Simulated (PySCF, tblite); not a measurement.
Species: C3H7F3O2SSi2.
Structure used (GFN2-xTB), in Å, numbered top down from 1:
```
atom  x, y, z in Å
O1    -1.3400   -2.1149   -0.8743
S2    -1.0586   -0.7180   -0.7561
O3    -0.8167    0.0309   -1.9535
C4     0.1724   -0.3640    0.4133
Si5    1.7375   -1.1361   -0.4148
C6     2.1816    0.6543   -0.9468
Si7    0.7509    1.4398    0.0663
C8    -2.6510    0.0154   -0.0026
F9    -2.5522    1.3445    0.1375
F10   -3.7232   -0.2468   -0.7362
F11   -2.8400   -0.4919    1.2220
H12   -0.1803   -0.7169    1.3728
H13    1.5101   -2.1061   -1.4770
H14    2.5624   -1.7098    0.6531
H15    2.0520    0.8089   -2.0156
H16    3.1840    0.9907   -0.7006
H17   -0.1598    2.3356   -0.6264
H18    1.1621    1.9906    1.3626
```

Level of theory: PBE0/pcSseg-1 in PySCF (dipole) on a GFN2-xTB geometry, gas phase.

Masses are those of the commonest isotopes; rigid-rotor values at the optimised geometry. The values belong to one conformer with, in the numbering `[O:1]=[S:2](=[O:3])([CH:4]1[SiH2:5][CH2:6][SiH2:7]1)[C:8]([F:9])([F:10])[F:11]`, O1–S2–C4–Si5 67°, S2–C4–Si5–C6 101°, C4–Si5–C6–Si7 7°, Si5–C6–Si7–C4 -7°, S2–C4–Si7–C6 -96°.

**Question.** What are A, B and C (cm⁻¹)?

**Answer.** Ia = 372.56, Ib = 880.67, Ic = 1018.61 u·Å²; 505379 MHz·u·Å²/I gives 1357, 573.9 and 496.1 MHz, that is A = 0.04525, B = 0.01914, C = 0.01655 cm⁻¹.

**Question.** What kind of rotor is it?

**Answer.** An asymmetric top; Ray's κ = -0.819.

**Question.** What does the inertial defect say?

**Answer.** Not planar: Δ = Ic − Ia − Ib = -234.62 u·Å². For a rigid frame Δ = −2 Σ m c², so Σ m c² = 117.31 u·Å² lies off the ab plane: 11.50 from hydrogen and 105.81 from heavier atoms. The atom farthest from that plane is 1.85 Å away.

**Question.** Give the other two planar moments, Paa and Pbb, and the rms extents of the mass along the axes.

**Answer.** Paa = Σ m a² = (Ib + Ic − Ia)/2 = 763.36 and Pbb = Σ m b² = (Ia + Ic − Ib)/2 = 255.25 u·Å². With the mass M = 219.97 u, the rms extents √(P/M) along a, b and c are 1.86, 1.08, 0.73 Å.

**Question.** Which types of transition are allowed, and where do some lines up to J = 2 fall?

**Answer.** The dipole components are |μa| = 3.07 D, |μb| = 2.01 D, |μc| = 1.86 D. Intensities carry the squares of the components, which stand as 1.00 : 0.43 : 0.37 (a : b : c). Some lines, for components of 0.1 D or more:

| type | branch | J(Ka,Kc) | MHz | lower level (cm⁻¹) |
| --- | --- | --- | --- | --- |
| c | Q | 2(1,2) ← 2(0,2) | 710 | 0.107 |
| b | Q | 1(1,0) ← 1(0,1) | 860 | 0.036 |
| a | R | 1(0,1) ← 0(0,0) | 1070 | 0.000 |
| b | R | 2(0,2) ← 1(1,1) | 1352 | 0.062 |
| b | R | 1(1,1) ← 0(0,0) | 1853 | 0.000 |
| c | Q | 2(2,1) ← 2(1,1) | 2348 | 0.138 |
| b | Q | 2(2,0) ← 2(1,1) | 2353 | 0.138 |
| b | Q | 2(2,1) ← 2(1,2) | 2581 | 0.131 |
| b | R | 2(1,2) ← 1(0,1) | 2845 | 0.036 |
| c | R | 2(1,1) ← 1(0,1) | 3078 | 0.036 |
| b | R | 2(2,1) ← 1(1,0) | 4566 | 0.064 |
| c | R | 2(2,1) ← 1(1,1) | 4643 | 0.062 |

**Question.** Estimate the classical rotational partition function at 10 K, 25 K and 100 K.

**Answer.** Point group C1, symmetry number σ = 1; q = (√π/σ)·√((kT/h)³/(ABC)), k/h = 20836.6 MHz/K: 8580 at 10 K, 33900 at 25 K, 271000 at 100 K.

Its GFN2-xTB frequencies are all real (lowest 23 cm⁻¹). Zero-point vibration and centrifugal distortion are left out.

The run took 76 s on one thread of an Arm Neoverse V1 (shared host), and the process peaked at 1.1 GiB of memory. This is the PBE0/pcSseg-1 job that gave the dipole, with the shieldings it also computed.
